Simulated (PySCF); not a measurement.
Does the answer move with the share of exact exchange?

C₃H₆O₂Si.
Cartesian coordinates in Å at the PBE0-D3(BJ)/def2-SVP level; atoms count from 1:
```xyz
12
C3H6O2Si angstrom
C     -1.7930   -0.5491   -0.1209
C     -1.6170    0.7582    0.1140
O     -0.4372    1.3621    0.4040
Si     0.9814    0.4634    0.2853
O      0.5213   -1.1198    0.4112
C     -0.7184   -1.5940   -0.0703
H     -2.8051   -0.8895   -0.3530
H     -2.4537    1.4630    0.0881
H      1.8735    0.8073    1.4169
H      1.6164    0.7665   -1.0272
H     -1.0361   -2.4174    0.5939
H     -0.5795   -2.0471   -1.0723
```

PySCF, pcSseg-1 basis, density fitting, gas phase, PBE0-D3(BJ)/def2-SVP geometry. One functional is left out:

| functional | exact exchange (%) | HOMO energy (eV) | LUMO energy (eV) | dipole moment (D) |
| --- | --- | --- | --- | --- |
| B97-D | 0 | -5.49 | -0.38 | 1.011 |
| BLYP | 0 | -5.36 | -0.35 | 0.994 |
| BP86 | 0 | -5.62 | -0.57 | 1.019 |
| LDA | 0 | -5.67 | -0.73 | 1.070 |
| OPBE | 0 | -5.48 | -0.38 | 0.968 |
| PBE | 0 | -5.51 | -0.50 | 0.988 |
| B3LYP | 20 | -6.50 | 0.27 | 1.091 |
| PBE0 | 25 | -6.72 | 0.48 | 1.099 |
| mPW1PW91 | 25 | -6.76 | 0.48 | 1.107 |
| BHandHLYP | 50 | -7.79 | 1.55 | 1.199 |

**Question.** Predict the row of B97-2 (21 % exact exchange) by straight lines through the other rows, and check it.

**Answer.** 
```json
{"property": "HOMO energy (eV)", "line": "-6.51", "computed": "-6.47", "computed − line": "+0.04", "B3LYP (20 %), for comparison": "-6.50"}
{"property": "LUMO energy (eV)", "line": "0.35", "computed": "0.46", "computed − line": "+0.11", "B3LYP (20 %), for comparison": "0.27"}
{"property": "dipole moment (D)", "line": "1.089", "computed": "1.082", "computed − line": "-0.007", "B3LYP (20 %), for comparison": "1.091"}
```

**Question.** Which of these properties follows the share of exact exchange most closely, and which least?

**Answer.** Most closely the HOMO energy, least the dipole moment; the correlations over the tabulated rows are HOMO energy -0.994, LUMO energy 0.987, dipole moment 0.930. The HOMO energy moves by -0.464 eV for every 10 %. Functionals with the same share still differ in their other parts: at 0 % BLYP and LDA differ by 0.31 eV in it.
